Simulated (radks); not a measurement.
Species: neutral promethium. Configuration: [Kr] 4d10 4f7 5p6 6s2 (not the ground configuration). All-electron calculation, scalar-relativistic Kohn-Sham, SCAN, spin-polarised, spherical densities, finite nucleus; open shells are filled with parallel spins first (spin-orbit coupling, left out, can overturn this in heavy ions); meta-GGA in the generalised Kohn-Sham scheme; Fermi nuclear charge, rms radius 4.962 fm. Program: a radial shooting solver on a logarithmic mesh with Libxc functionals.

Normalised radial functions P(r) = r R(r), r in bohr:

r           4d up    5p up   4f up
0.002095   0.0001   0.0028  0.0000
0.002439   0.0001   0.0037  0.0000
0.002862   0.0001   0.0049  0.0000
0.003332   0.0002   0.0063  0.0000
0.003879   0.0003   0.0082  0.0000
0.004552   0.0004   0.0107  0.0000
0.005299   0.0007   0.0139  0.0000
0.006219   0.0010   0.0181  0.0000
0.007239   0.0016   0.0232  0.0000
0.008496   0.0024   0.0301  0.0000
0.00989    0.0037   0.0383  0.0000
0.01161    0.0057   0.0490  0.0000
0.01351    0.0085   0.0614  0.0001
0.01573    0.0126   0.0762  0.0001
0.01846    0.0191   0.0944  0.0002
0.02149    0.0281   0.1142  0.0003
0.02522    0.0417   0.1368  0.0006
0.02936    0.0602   0.1591  0.0010
0.03445    0.0873   0.1812  0.0017
0.04011    0.1225   0.1981  0.0029
0.04707    0.1719   0.2077  0.0050
0.05479    0.2324   0.2044  0.0083
0.06379    0.3071   0.1846  0.0134
0.07485    0.4001   0.1415  0.0220
0.08714    0.4980   0.0778  0.0346
0.1023     0.6025  -0.0111  0.0546
0.119      0.6891  -0.1079  0.0823
0.1397     0.7459  -0.2065  0.1234
0.1626     0.7445  -0.2766  0.1766
0.1909     0.6610  -0.3014  0.2494
0.2222     0.4883  -0.2600  0.3349
0.2587     0.2226  -0.1497  0.4350
0.3035    -0.1396   0.0269  0.5522
0.3534    -0.5198   0.2159  0.6662
0.4147    -0.8965   0.3823  0.7778
0.4828    -1.1710   0.4562  0.8639
0.5665    -1.3208   0.4074  0.9215
0.6595    -1.3123   0.2361  0.9380
0.774     -1.1653  -0.0422  0.9157
0.901     -0.9420  -0.3500  0.8653
1.049     -0.6941  -0.6242  0.7908
1.231     -0.4529  -0.8208  0.6957
1.433     -0.2712  -0.8928  0.5978
1.682     -0.1387  -0.8511  0.4933
1.958     -0.0644  -0.7263  0.3989
2.297     -0.0248  -0.5472  0.3091
2.675     -0.0083  -0.3740  0.2363
3.139     -0.0021  -0.2227  0.1741
3.654     -0.0005  -0.1215  0.1280
4.254     -0.0001  -0.0617  0.0946
4.992     0.0000  -0.0245  0.0674
5.811     0.0000  -0.0074  0.0458
6.819     0.0000  -0.0017  0.0282
7.939     0.0000  -0.0004  0.0166
9.316     0.0000  -0.0001  0.0089
10.85     0.0000  0.0000  0.0046
12.73     0.0000  0.0000  0.0020
14.82     0.0000  0.0000  0.0009

4d up: eigenvalue -123.18 eV, 1 radial node at r = 0.286 bohr, <r> = 0.695 bohr, 90 % of the charge inside 1.05 bohr. 5p up: eigenvalue -25.133 eV, 3 radial nodes at r = 0.100, 0.297, 0.757 bohr, <r> = 1.68 bohr, 90 % of the charge inside 2.46 bohr. 4f up: eigenvalue -1.679 eV, 0 radial nodes, <r> = 1.16 bohr, 90 % of the charge inside 2.08 bohr.

Empty levels of this run are not shown, since the potential may be unsettled where no density lies.
